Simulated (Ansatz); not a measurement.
```yaml
crystal:
  periodic: [false, false, false]
  atoms:
    - {symbol: Ni, position_ang: [-0.129090, -0.585939, -1.048909]}
    - {symbol: Ni, position_ang: [-0.704081, 0.421310, 0.887116]}
    - {symbol: O, position_ang: [0.833170, 0.164639, 0.161793]}
basis:
  gaussian: {orbitals: def2-TZVP, initial_orbitals: start.molden}
hamiltonian: {xc: pbe}
correlation: {method: rpa}
scf: {omitted_lower_state_checks: [starts]}
```

The file start.molden holds the orbitals of an earlier run on this structure, at another level or in another basis.

```sh
$ ansatz run in.yaml --threads 4 --pin off --events-out ev --progress --plain --max-ram 3916MiB
```

It prints (some lines left out):

```
Functional definition: PBE
1080 factors; integrals over basis functions are off by at most 9.1e-4 eV
mean field evaluation 1: about -84119.7258 eV, gradient 1.2e1 eV
mean field evaluation 2: about -84120.1599 eV, gradient 1.6e0 eV
mean field evaluation 4: about -84120.1779 eV, gradient 2.3e-1 eV
mean field evaluation 8: about -84120.1781 eV, gradient 1.1e-5 eV
mean field -84120.17814780 eV, -3091.3595282270 hartree, gradient 2.1e-6 eV, S^2 0.000000; 0 other end points of the search recorded, 0 dependent functions left out; unrestricted orbitals would lower it
mean field evaluation 16: about -84031.1341 eV, gradient 3.4e1 eV
mean field evaluation 32: about -84041.5838 eV, gradient 6.4e-1 eV
11 core orbitals not correlated: weight in the atoms' cores, before any rotation towards them, 1.000 or more for the frozen orbitals, at most 0.000 for the correlated occupied ones
reference -84031.16940879 eV, -3088.0885174005 hartree; 21, 21 occupied and 89, 89 virtual orbitals, 1080 factors
Error: the energy between an occupied orbital and the lowest state that it is excited into in its spin channel is -0.3510 eV and must be positive: a state without a gap has no random-phase energy
```

Can the result of this run be used?

No. The run stopped with an error. The reference has no gap: an occupied orbital lies above an empty one, and the correlation energy can't be formed.
